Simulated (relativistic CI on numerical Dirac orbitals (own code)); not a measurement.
**d1 to d9 in one octahedral field**

Computed with a parametric ligand-field model without spin-orbit coupling, by exact diagonalisation: B = 760, C = 3500, 10Dq = 18400 cm⁻¹ (Oh; |10Dq|/B = 24.2) for every shell. Energies in cm⁻¹; the field energy is (0.6 n_e − 0.4 n_t2) × 10Dq of the ground term; g labels are left out.

```tsv
Shell	Ground term	Electrons in e	Field energy	First spin-allowed bands	Lowest term of other spin
d1	2T2	0.000	-7360	2E 18400	
d2	3T1	0.030	-14172	3T2 16919, 3T1 26837	1T2 11974
d3	4A2	0.000	-22080	4T2 18400, 4T1 25938	2E 16096
d4	5E	1.000	-11040	5T2 18400	3T1 2257
d5	?	?	?	?	?
d6	1A1	0.062	-43018	1T1 16322, 1T2 25469	5T2 7216
d7	2E	1.047	-32250	2T1 16152, 2T2 16867	4T1 1957
d8	3A2	2.000	-22080	3T2 18400, 3T1 25938	1E 12896
d9	2E	3.000	-11040	2T2 18400
```

Task: Fill in the row of d5.

Result: Ground term: 6A1; Electrons in e: 2.000; Field energy: 0; First spin-allowed bands: none; Lowest term of other spin: 2T2 6900. Low spin: d6, d7; the other shells keep the spin of the free ion. Only d4 to d7 can choose; the field needed to pair spins is smallest for d6 and largest for d5, which loses most exchange energy. In the strong-field picture 10Dq must exceed about 6B + 5C = 22060 (d4), 7.5B + 5C = 23200 (d5), 2.5B + 4C = 15900 (d6) and 4B + 4C = 17040 (d7); mixing of terms shifts these bounds somewhat.
